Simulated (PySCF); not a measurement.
selenium dioxide (O2Se), singlet, geometry from GFN2-xTB, with bond 1-2 at 1.25 times its length; HF/STO-3G in PySCF.

The PySCF input:
```python
from pyscf import gto, scf

mol = gto.M(
    atom='''
O    -1.639376    0.759878    0.045658
Se    0.014599   -0.288555   -0.024170
O     1.246535    0.676168    0.071032
''',
    basis='sto-3g',
    charge=0,
    spin=0,
    verbose=4,
)

mf = scf.RHF(mol)
mf.kernel()
mo_i, mo_e, stable_i, stable_e = mf.stability(internal=True, external=True, return_status=True, nroots=6, tol=1e-6)
print('internally stable:', stable_i, ' externally stable:', stable_e)
if not stable_e:
    umf = mf.to_uhf() if not hasattr(mf, 'xc') else mf.to_uks()
    umf.scf_summary = {}
    umf.kernel(umf.make_rdm1(mo_e, umf.mo_occ))
mf.analyze()
```

Write the output that PySCF gives for this input, abridged.


```
PySCF version 2.14.0

[INPUT] verbose = 4
[INPUT] num. atoms = 3
[INPUT] num. electrons = 50
[INPUT] charge = 0
[INPUT] spin (= nelec alpha-beta = 2S) = 0
[INPUT] symmetry False subgroup None
[INPUT] Mole.unit = angstrom
[INPUT] Symbol           X                Y                Z      unit          X                Y                Z       unit  Magmom
[...]
nuclear repulsion = 177.0033521704
number of shells = 14
number of NR pGTOs = 84
number of NR cGTOs = 28
basis = sto-3g
ecp = {}

******** <class 'pyscf.scf.hf.RHF'> ********
method = RHF
initial guess = minao
damping factor = 0
level_shift factor = 0
DIIS = <class 'pyscf.scf.diis.CDIIS'>
diis_start_cycle = 1
diis_space = 8
diis_damp = 0
SCF conv_tol = 1e-09
SCF conv_tol_grad = None
SCF max_cycles = 50
direct_scf = True
direct_scf_tol = 1e-13
Set gradient conv threshold to 3.16228e-05
Initial guess from minao.
init E= -2517.58207255581
cycle= 1 E= -2520.81530311468  delta_E= -3.23  |g|= 0.501  |ddm|= 2.88
cycle= 2 E= -2520.69682240872  delta_E= 0.118  |g|= 0.793  |ddm|= 1.75
cycle= 3 E= -2520.92056706386  delta_E= -0.224  |g|= 0.26  |ddm|= 1.29
cycle= 4 E= -2520.94322326849  delta_E= -0.0227  |g|= 0.0655  |ddm|= 0.295
cycle= 5 E= -2520.95152173635  delta_E= -0.0083  |g|= 0.07  |ddm|= 0.288
cycle= 6 E= -2520.95643182065  delta_E= -0.00491  |g|= 0.0625  |ddm|= 0.177
cycle= 7 E= -2520.96671908466  delta_E= -0.0103  |g|= 0.0433  |ddm|= 0.895
cycle= 8 E= -2520.96752154615  delta_E= -0.000802  |g|= 0.0197  |ddm|= 0.265
cycle= 9 E= -2520.96797666306  delta_E= -0.000455  |g|= 0.00196  |ddm|= 0.137
cycle= 10 E= -2520.96798236537  delta_E= -5.7e-06  |g|= 0.000674  |ddm|= 0.00961
cycle= 11 E= -2520.96798167721  delta_E= 6.88e-07  |g|= 0.00106  |ddm|= 0.00946
cycle= 12 E= -2520.96798210923  delta_E= -4.32e-07  |g|= 0.00088  |ddm|= 0.0116
cycle= 13 E= -2520.96798295807  delta_E= -8.49e-07  |g|= 0.000102  |ddm|= 0.00552
cycle= 14 E= -2520.96798296911  delta_E= -1.1e-08  |g|= 0.000109  |ddm|= 0.00121
cycle= 15 E= -2520.96798298127  delta_E= -1.22e-08  |g|= 2.62e-06  |ddm|= 0.000586
cycle= 16 E= -2520.96798298127  delta_E= -5e-12  |g|= 6.81e-07  |ddm|= 1.65e-05
Extra cycle  E= -2520.96798298127  delta_E= -1.82e-12  |g|= 3.82e-07  |ddm|= 1.76e-06
converged SCF energy = -2520.96798298127
rhf_internal: lowest eigs of H = [0.06041919 0.44659034 0.51543086 0.54610307 0.58816457 0.8111211 ]
<class 'pyscf.scf.hf.RHF'> wavefunction is stable in the internal stability analysis
[...]
<class 'pyscf.scf.hf.RHF'> wavefunction has an real -> complex instability
<class 'pyscf.scf.hf.RHF'> wavefunction has an RHF/RKS -> UHF/UKS instability
internally stable: True  externally stable: False
[...]
cycle= 29 E= -2521.00547975986  delta_E= 0.00171  |g|= 0.034  |ddm|= 0.0675
cycle= 30 E= -2521.00087487622  delta_E= 0.0046  |g|= 0.0412  |ddm|= 0.145
cycle= 31 E= -2521.00605977318  delta_E= -0.00518  |g|= 0.033  |ddm|= 0.167
cycle= 32 E= -2521.01725703286  delta_E= -0.0112  |g|= 0.0383  |ddm|= 0.357
cycle= 33 E= -2521.01437604283  delta_E= 0.00288  |g|= 0.0351  |ddm|= 0.0832
cycle= 34 E= -2521.01457879037  delta_E= -0.000203  |g|= 0.0354  |ddm|= 0.035
cycle= 35 E= -2521.01548708972  delta_E= -0.000908  |g|= 0.0365  |ddm|= 0.0268
cycle= 36 E= -2521.01609052367  delta_E= -0.000603  |g|= 0.0372  |ddm|= 0.0181
cycle= 37 E= -2521.01565286543  delta_E= 0.000438  |g|= 0.0368  |ddm|= 0.0131
cycle= 38 E= -2521.01835996393  delta_E= -0.00271  |g|= 0.0401  |ddm|= 0.0969
cycle= 39 E= -2521.01972482613  delta_E= -0.00136  |g|= 0.0401  |ddm|= 0.0886
cycle= 40 E= -2520.99638900112  delta_E= 0.0233  |g|= 0.0533  |ddm|= 0.693
cycle= 41 E= -2521.0119322851  delta_E= -0.0155  |g|= 0.0339  |ddm|= 0.484
cycle= 42 E= -2521.01204481619  delta_E= -0.000113  |g|= 0.034  |ddm|= 0.0716
cycle= 43 E= -2521.01712708131  delta_E= -0.00508  |g|= 0.0409  |ddm|= 0.288
cycle= 44 E= -2521.01096772052  delta_E= 0.00616  |g|= 0.0375  |ddm|= 0.217
cycle= 45 E= -2521.01041440349  delta_E= 0.000553  |g|= 0.037  |ddm|= 0.023
cycle= 46 E= -2521.01350051471  delta_E= -0.00309  |g|= 0.0375  |ddm|= 0.15
cycle= 47 E= -2521.01683583204  delta_E= -0.00334  |g|= 0.0375  |ddm|= 0.171
cycle= 48 E= -2521.01963892371  delta_E= -0.0028  |g|= 0.0416  |ddm|= 0.116
cycle= 49 E= -2521.00561039524  delta_E= 0.014  |g|= 0.0312  |ddm|= 0.482
cycle= 50 E= -2521.00107745522  delta_E= 0.00453  |g|= 0.0375  |ddm|= 0.334
SCF not converged.
SCF energy = -2521.00107745522 after 50 cycles  <S^2> = 0.67227312  2S+1 = 1.920701
**** SCF Summaries ****
Total Energy =                       -2520.967982981272144
Nuclear Repulsion Energy =             177.003352170399836
One-electron Energy =                -3880.292468505668239
Two-electron Energy =                 1182.321133353996402
Two-electron Coulomb Energy =         1285.471490775532175
DFT Exchange-Correlation Energy =     -103.150357421535773
**** MO energy ****
[...]
 ** Mulliken pop on meta-lowdin orthogonal AOs  **
 ** Mulliken pop  **
[...]
 ** Mulliken atomic charges  **
charge of    0O =     -0.31318
charge of    1Se =      0.51690
charge of    2O =     -0.20372
Dipole moment(X, Y, Z, Debye):  1.50083, -1.53319, -0.11243
```

The run did not converge; its last values are not results.
